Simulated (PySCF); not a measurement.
Core-level binding energies of methane selenol

Methane selenol, CH4Se.
Z-matrix (Å and degrees, PBE0-D3(BJ)/def2-SVP geometry), rows numbered from 1:
```
C 
Se  1  1.9474
H   1  1.0972  2  111.05
H   1  1.0981  2  106.10  3  -118.20
H   1  1.0973  2  111.13  3   123.48
H   2  1.4706  1   95.29  3   -60.50
```

Computed, not measured: PySCF 2.14.0, delta-SCF UKS SCAN, pcX-2 on the ionised atom, pcseg-1 elsewhere, spin-free X2C. Each binding energy is the total energy of the core-ionised species, with the hole localised on one atom, minus that of the ground state; both are solved self-consistently, so orbital relaxation is included.

**Question.** Give the core binding energies atom by atom.

**Answer.** 
```csv
atom(s),bonded to,level,binding energy (eV),count
C1,Se and 3 H,C 1s,291.30,1
```

**Question.** Which photon energy gives electrons from C 1s of C1 a kinetic energy of 20 eV, and what is their de Broglie wavelength?

**Answer.** hν = 291.30 + 20 = 311.30 eV, recoil neglected; λ = 12.264 Å/√(E/eV) = 2.74 Å.

**Question.** What is the longest wavelength that can ionise C 1s of C1 vertically?

**Answer.** λ = hc/E = 12398.42 eV Å / 291.30 eV = 42.562 Å.

No level of selenium is listed. Geometry: PBE0-D3(BJ)/def2-SVP; no solvent, vibrations or thermal averaging.
